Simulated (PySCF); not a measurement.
A structure optimised at PBE-D3(BJ)/def2-TZVP, used in a PySCF frequency run:

```xyz
7

Sn    -0.5916     0.0013     0.0000
P      1.9353    -0.1201     0.0000
H     -1.1687    -0.8111     1.4022
H     -1.1687    -0.8111    -1.4022
H     -1.1816     1.6190     0.0000
H      2.0346     0.8702     1.0308
H      2.0346     0.8702    -1.0308
```

### Question
Write its SMILES, formula and point group.

### Answer
[PH2][SnH3], H₅PSn, Cs

### Question
What are its rotational constants (standard atomic weights)?

### Answer
42.341, 2.8819, 2.8774 GHz
